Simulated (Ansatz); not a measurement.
CH₉HfN₃O, SMILES `C[O][Hf]([NH2])([NH2])[NH2]`. Charge 0, multiplicity 1. Hf takes the def2 core potential. All single points use the PBE0-D4/def2-TZVP geometry. It is one conformer, not always the lowest.

```xyz
15

C     0.573   -2.471    1.065
O     0.286   -1.226    0.532
Hf   -0.117    0.506   -0.217
N    -2.040    0.598   -0.915
N     1.119    0.955   -1.787
N     0.098    1.996    1.171
H    -0.139   -3.223    0.707
H     0.520   -2.448    2.160
H     1.581   -2.795    0.781
H    -2.307    0.975   -1.813
H    -2.855    0.187   -0.483
H     1.446    0.313   -2.496
H     1.592    1.838   -1.911
H    -0.571    2.737    1.325
H     0.815    2.058    1.880
```

(1) What is the dipole moment at PBE/def2-TZVPP? (Best estimate.)

(2) And with r2SCAN, B3LYP, ωB97M-V? (An estimate is asked.)

(3) Give the Mulliken charges with PBE, B3LYP, ωB97M-V in def2-TZVPP. (Estimate.)

Answers

(1) Ansatz gave: 0.41 D, with components (0.09, -0.37, 0.16) D in this frame, pointing from negative to positive charge.

(2) Ansatz gave: r2SCAN 0.43 D, B3LYP 0.46 D, ωB97M-V 0.49 D.

(3) Computed: 
```json
{"atom": "C1", "PBE": "-0.13", "B3LYP": "-0.11", "ωB97M-V": "-0.17"}
{"atom": "O2", "PBE": "-0.31", "B3LYP": "-0.40", "ωB97M-V": "-0.38"}
{"atom": "Hf3", "PBE": "0.64", "B3LYP": "0.85", "ωB97M-V": "0.82"}
{"atom": "N4", "PBE": "-0.43", "B3LYP": "-0.46", "ωB97M-V": "-0.42"}
{"atom": "N5", "PBE": "-0.43", "B3LYP": "-0.46", "ωB97M-V": "-0.42"}
{"atom": "N6", "PBE": "-0.43", "B3LYP": "-0.46", "ωB97M-V": "-0.42"}
{"atom": "H7", "PBE": "0.09", "B3LYP": "0.09", "ωB97M-V": "0.11"}
{"atom": "H8", "PBE": "0.09", "B3LYP": "0.09", "ωB97M-V": "0.11"}
{"atom": "H9", "PBE": "0.09", "B3LYP": "0.09", "ωB97M-V": "0.11"}
{"atom": "H10", "PBE": "0.15", "B3LYP": "0.14", "ωB97M-V": "0.12"}
{"atom": "H11", "PBE": "0.13", "B3LYP": "0.12", "ωB97M-V": "0.10"}
{"atom": "H12", "PBE": "0.13", "B3LYP": "0.12", "ωB97M-V": "0.10"}
{"atom": "H13", "PBE": "0.15", "B3LYP": "0.14", "ωB97M-V": "0.12"}
{"atom": "H14", "PBE": "0.15", "B3LYP": "0.14", "ωB97M-V": "0.12"}
{"atom": "H15", "PBE": "0.13", "B3LYP": "0.12", "ωB97M-V": "0.10"}
```

B3LYP here is the variant with VWN-RPA as its local correlation; programs differ in this.
